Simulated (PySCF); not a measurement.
## Two-dimensional NMR puzzle

Compound of formula C4H3F5O. Correlations simulated from computed shifts and the bond graph:

HSQC (one-bond C–H):
```csv
δH,δC
6.12,100.2
4.93,84.0
```

HMBC (two and three bonds, from the bond graph):
```csv
δH,δC
6.12,171.1
4.93,"171.1, 132.2"
```

Carbons without hydrogens: δ 171.1, 132.2.

How the numbers were obtained: GIAO PBE0/pcSseg-1 shieldings, GFN2-xTB structure, in PySCF 2.14.0 with density-fitted response routines (equivalent nuclei averaged, in vacuum, one conformer, relativity neglected).

δ = σ(ref) − σ, references computed at the same level: ¹H (31.72 ppm), ¹³C (186.93 ppm) vs TMS.

Exchangeable hydrogens are left out of these lists.

Task: Which molecule is this?

Result: `InChI=1S/C4H3F5O/c5-2-10-3(6)1-4(7,8)9/h1H,2H2/b3-1-`.

Numbering as in the mapped SMILES `[F:1][CH2:2][O:3]/[C:4]([F:5])=[CH:6]\[C:7]([F:8])([F:9])[F:10]`. Each H is labelled by its parent atom.

- δC 171.1 is C4, an alkene carbon bearing oxygen.
- δC 132.2 is C7, a CF3 carbon.
- δC 100.2 is C2, an sp3 CH2 bonded to F and O (δH 6.12).
- δC 84.0 is C6, a β carbon of an enol-ether or enamine type C=C (δH 4.93).
- HMBC from δH 6.12 reaches the proton-free carbon C4.
- HMBC from δH 4.93 reaches the proton-free carbons C4, C7.

The data come from this structure; uniqueness wasn't tested.

Shifts are as computed. Against solution values, carbons near 30 ppm lie about +3 ppm off and those near 130 ppm about +5 ppm. Of 1211 compounds with measured shifts, 218 miss one by over three times the rms of a fit or turn the order of signals round; such compounds aren't used in these exercises.
